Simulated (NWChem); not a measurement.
System: MoO2Cl, doublet; SMILES [O]=[Mo](=[O])[Cl]

```xyz
4

Mo     0.1805     0.0000    -0.3599
O     -0.2938     1.3877    -1.2059
O     -0.2938    -1.3877    -1.2059
Cl    -0.1194     0.0000     1.8993
```
Atoms are numbered in this order, from 1.

Level: PBE-D3(BJ)/def2-SVP with def2 effective core potentials on Mo, spin-unrestricted (NWChem), optimised geometry, unscaled harmonic frequencies. The spin multiplicity was typed, not searched, and may not be the lowest. def2 effective core potentials on Mo; no spin-orbit coupling.

Problem. List the harmonic frequencies with IR intensities, and the thermochemistry.

Solution. 
```json
[
 {"frequency (cm⁻¹)": "128", "IR intensity (km/mol)": "14.4"},
 {"frequency (cm⁻¹)": "160", "IR intensity (km/mol)": "3.0"},
 {"frequency (cm⁻¹)": "312", "IR intensity (km/mol)": "2.5"},
 {"frequency (cm⁻¹)": "426", "IR intensity (km/mol)": "38.0"},
 {"frequency (cm⁻¹)": "977", "IR intensity (km/mol)": "155.0"},
 {"frequency (cm⁻¹)": "1007", "IR intensity (km/mol)": "72.9"}
]
```

```json
{
  "zero_point_energy": "4.3 kcal/mol",
  "thermal correction to the enthalpy at 298.15 K (with zero-point energy)": "8.0 kcal/mol",
  "heat capacity Cv": "13.6 cal/(mol K)",
  "entropy at 298.15 K and 1 atm (symmetry number 1, electronic part: spin degeneracy alone)": "77.0 cal/(mol K)"
}
```

Rigid rotor and harmonic oscillator.
